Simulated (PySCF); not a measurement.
Cd(Br)(SeH) (BrCdHSe), SMILES [SeH][Cd][Br].

The structure is a stationary point at r2SCAN-D4/def2-SVP. The structure was generated by enumeration; whether it is a known compound was not checked. The def2 effective core potentials stand for the cores of Cd; spin–orbit coupling is left out. Other conformers were not sampled.

The numbers are results of TDA-M06-2X/def2-SVPD (PySCF 2.14.0), not measurements.

Vertical excitations. Gas-phase values at a fixed geometry. State labels are in the subgroup Cs.

Problem. Give excitation energies, oscillator strengths and character. (The exact figures need the calculation; the answer reports its results.)

Solution. 
```csv
state,symmetry,energy (eV),λ (nm),f,main pairs
S1,A",4.20,295,0.017,HOMO→LUMO 97 %
S2,A",5.09,244,0.001,HOMO→LUMO+1 91 %
S3,A',5.36,231,0.018,HOMO−1→LUMO 95 %
S4,A",5.40,229,0.031,HOMO−2→LUMO 96 %
S5,A',5.61,221,0.016,"HOMO→LUMO+2 68 %, HOMO−3→LUMO 30 %"
S6,A",5.75,216,0.012,HOMO→LUMO+3 77 %
S7,A",6.36,195,0.000,HOMO−2→LUMO+1 94 %
S8,A',6.38,194,0.123,"HOMO−1→LUMO+1 63 %, HOMO−3→LUMO 14 %"
S9,A',6.56,189,0.029,HOMO−3→LUMO+1 78 %
S10,A",6.68,185,0.000,HOMO−1→LUMO+2 95 %
T1,A",3.90,318,0,HOMO→LUMO 97 %
T2,A",4.91,253,0,"HOMO→LUMO+1 73 %, HOMO→LUMO+3 20 %"
T3,A',4.97,250,0,"HOMO−3→LUMO 76 %, HOMO−1→LUMO 12 %"
T4,A',5.08,244,0,HOMO−1→LUMO 83 %
```
Triplets are in the Tamm–Dancoff approximation.
